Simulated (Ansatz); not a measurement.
A run for Ansatz (a program for electronic structure): R-PBE/def2-TZVPP on CdFH (SMILES [F][CdH]), atoms moved off the minimum. Elements past Kr take the def2 small-core potentials; no spin–orbit coupling.

Ansatz 0.2 input:
```yaml
crystal:
  periodic: [false, false, false]
  atoms:
    - {symbol: Cd, position_ang: [0.02193805, 0.00032018, -0.28415452]}
    - {symbol: H, position_ang: [0.07246534, 0.04606593, -1.91575032]}
    - {symbol: F, position_ang: [-0.03182878, 0.08212259, 1.68434243]}
basis:
  gaussian:
    orbitals: def2-TZVPP
hamiltonian:
  xc: {name: PBE}
scf: {lower_state_search: off}
output: {forces: true}
```

Output:

```
WARN ansatz: RAYON_NUM_THREADS=1 ignored (pool sized by the plan → 1); use --threads N
Functional definition: PBE
these checks for a lower state are left out or cut short: stability, starts, cluster_reference, orbital_swaps, neighbouring_geometries, increment
integrals: 0.02 GiB planned
597 factors; their error is unknown
mean field: 0.21 GiB planned
mean field evaluation 1: about -7292.7143 eV, gradient 5.3e1 eV
mean field evaluation 2: about -7152.7681 eV, gradient 2.5e2 eV
mean field evaluation 4: about -7296.6369 eV, gradient 2.1e1 eV
mean field evaluation 8: about -7297.2879 eV, gradient 1.5e-1 eV
mean field evaluation 16: about -7297.2848 eV, gradient 2.9e-5 eV
mean field -7297.28482340 eV, -268.1702709827 hartree, gradient 3.0e-6 eV, S^2 0.000000; 0 other end points of the search recorded, 0 dependent functions left out
the calculation of the forces begins
reference -7297.28485997 eV, -268.1702723264 hartree; 15, 15 occupied and 86, 86 virtual orbitals, 597 factors
Total energy: -7297.28485997 eV, -268.1702723264 hartree
Atom 0 at     0.021938     0.000320    -0.284155 Å, force    -0.002400     0.167822     0.380135 eV/Å
Atom 1 at     0.072465     0.046066    -1.915750 Å, force    -0.003998    -0.083253    -0.012652 eV/Å
Atom 2 at    -0.031829     0.082123     1.684342 Å, force     0.006398    -0.084569    -0.367483 eV/Å
Dipole moment:     0.013681    -0.045345    -0.544550 e Å
Checks for a lower state left out: stability, starts, cluster_reference, orbital_swaps, neighbouring_geometries, increment
```

The run converged.

Cost: very roughly 1.0 core-seconds.
